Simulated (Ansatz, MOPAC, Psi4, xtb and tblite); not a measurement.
Internal rotation in C2H11AlN2Si, SMILES [CH3][Al]([CH3])[NH][SiH2]N. Scanned: dihedral N3–Si1–N2–H9; all other coordinates were relaxed at GFN2-xTB.

Atom numbering (GFN2-xTB optimised geometry, Å):
```
17

Si     2.1568    -1.0843     0.0320
N      2.5633     0.5813    -0.1154
N      0.4193    -1.1134     0.0962
Al    -0.9927     0.0107    -0.0128
C     -0.7571     1.9870    -0.1353
C     -2.7827    -0.8740     0.0070
H      2.6859    -1.7446    -1.1685
H      2.6654    -1.7687     1.2395
H      1.9913     1.2358     0.3938
H      3.5328     0.8445    -0.0588
H      0.0984    -2.0729     0.1861
H     -1.6879     2.4876    -0.4201
H     -0.4338     2.4418     0.8067
H     -0.0046     2.2532    -0.8840
H     -2.9509    -1.4901    -0.8824
H     -3.6023    -0.1514     0.0501
H     -2.9013    -1.5423     0.8661
```

Levels of theory: RHF/cc-pVDZ // GFN2-xTB (Ansatz, a program for electronic structure); PBE-D3(BJ)/def2-TZVP // GFN2-xTB (Psi4); PM3, restricted, heats of formation // GFN2-xTB (MOPAC); B3LYP-D3(BJ)/def2-TZVP // GFN2-xTB (Psi4); GFN2-xTB (xtb and tblite); CCSD(T)/cc-pVDZ = CCSD(T) on RHF/cc-pVDZ, frozen core // GFN2-xTB in Ansatz.

Energies in eV, each method relative to its own lowest point.

| φ / ° | RHF/cc-pVDZ | PBE-D3(BJ)/def2-TZVP | PM3 | B3LYP-D3(BJ)/def2-TZVP | GFN2-xTB | CCSD(T)/cc-pVDZ |
|---|---|---|---|---|---|---|
| -150 | 0.121 | 0.107 | 0.197 | 0.097 | 0.010 | 0.142 |
| -120 | 0.088 | 0.075 | 0.117 | 0.068 | 0.038 | 0.104 |
| -90 | 0.020 | 0.017 | 0.026 | 0.014 | 0.039 | 0.026 |
| -60 | 0.000 | 0.000 | 0.000 | 0.000 | 0.034 | 0.000 |
| -30 | 0.044 | 0.038 | 0.057 | 0.033 | 0.042 | 0.055 |
| 0 | 0.110 | 0.092 | 0.212 | 0.076 | 0.023 | 0.144 |
| 30 | 0.097 | 0.088 | 0.222 | 0.075 | 0.000 | 0.121 |
| 60 | 0.011 | 0.018 | 0.173 | 0.011 | 0.013 | 0.017 |
| 90 | 0.017 | 0.015 | 0.023 | 0.012 | 0.039 | 0.023 |
| 120 | 0.083 | 0.071 | 0.114 | 0.064 | 0.038 | 0.100 |
| 150 | 0.122 | 0.108 | 0.198 | 0.098 | 0.010 | 0.143 |
| 180 | 0.042 | 0.042 | 0.207 | 0.030 | 0.001 | 0.060 |

Root-mean-square difference from the CCSD(T)/cc-pVDZ profile, itself a level with limits, after the best constant shift (eV): RHF/cc-pVDZ 0.009, PBE-D3(BJ)/def2-TZVP 0.015, PM3 0.055, B3LYP-D3(BJ)/def2-TZVP 0.019, GFN2-xTB 0.060.
